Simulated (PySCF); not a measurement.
Geometry:
| atom | x (Å) | y (Å) | z (Å) |
| --- | --- | --- | --- |
| C1 | -1.665 | 1.352 | -0.388 |
| C2 | -1.775 | -0.170 | -0.399 |
| C3 | -1.861 | -0.699 | 1.031 |
| Si4 | -0.313 | -0.965 | -1.344 |
| C5 | 1.237 | -0.492 | -0.450 |
| C6 | 2.228 | -0.162 | 0.163 |
| Si7 | 3.744 | 0.338 | 1.097 |
| H8 | -0.745 | 1.664 | 0.104 |
| H9 | -2.504 | 1.795 | 0.150 |
| H10 | -1.662 | 1.751 | -1.401 |
| H11 | -2.709 | -0.435 | -0.910 |
| H12 | -1.999 | -1.778 | 1.041 |
| H13 | -2.699 | -0.244 | 1.560 |
| H14 | -0.949 | -0.466 | 1.578 |
| H15 | -0.442 | -2.428 | -1.340 |
| H16 | -0.254 | -0.443 | -2.716 |
| H17 | 4.911 | -0.239 | 0.426 |
| H18 | 3.818 | 1.802 | 1.101 |
| H19 | 3.627 | -0.173 | 2.466 |

Relativity neglected, averaged over atoms made equivalent by symmetry, fast rotation or ring inversion, no solvent model, a single conformation. Coordinates at the GFN2-xTB level; σ from GIAO-PBE0/pcSseg-1; PySCF 2.14.

Scale: TMS for 13C (σref 186.93) and 1H (σref 31.72) and 29Si (σref 349.16) (reference shieldings calculated alike).

```json
{"atoms": "C6", "nucleus": "13C", "count": "1", "Hirshfeld charge": "-0.15", "δ (ppm)": "113.9"}
{"atoms": "H15/H16", "nucleus": "1H", "count": "2", "Hirshfeld charge": "-0.07", "δ (ppm)": "?"}
{"atoms": "H17/H18/H19", "nucleus": "1H", "count": "3", "Hirshfeld charge": "-0.07", "δ (ppm)": "4.25"}
{"atoms": "H11", "nucleus": "1H", "count": "1", "Hirshfeld charge": "0.04", "δ (ppm)": "?"}
{"atoms": "C1/C3", "nucleus": "13C", "count": "2", "Hirshfeld charge": "-0.12", "δ (ppm)": "20.8"}
{"atoms": "C2", "nucleus": "13C", "count": "1", "Hirshfeld charge": "-0.10", "δ (ppm)": "?"}
{"atoms": "Si7", "nucleus": "29Si", "count": "1", "Hirshfeld charge": "0.34", "δ (ppm)": "-100.0"}
{"atoms": "C5", "nucleus": "13C", "count": "1", "Hirshfeld charge": "-0.14", "δ (ppm)": "117.7"}
{"atoms": "Si4", "nucleus": "29Si", "count": "1", "Hirshfeld charge": "0.36", "δ (ppm)": "-57.1"}
{"atoms": "H8/H9/H10/H12/H13/H14", "nucleus": "1H", "count": "6", "Hirshfeld charge": "0.04", "δ (ppm)": "1.25"}
```

Problem. Fill in the missing shifts.

Solution. 
- C2: 17.0 ppm, sp3 CH bonded to Si
- H15/H16: 4.37 ppm, hydrogen on a silicon bonded to 2 C
- H11: 1.07 ppm, hydrogen on an sp3 CH bonded to Si

Shifts are as computed. Against solution values, carbons near 30 ppm lie about +3 ppm off and those near 130 ppm about +5 ppm. Of 1309 compounds with measured shifts, 239 miss one by over three times the rms of a fit or turn the order of signals round; such compounds aren't used in these exercises.
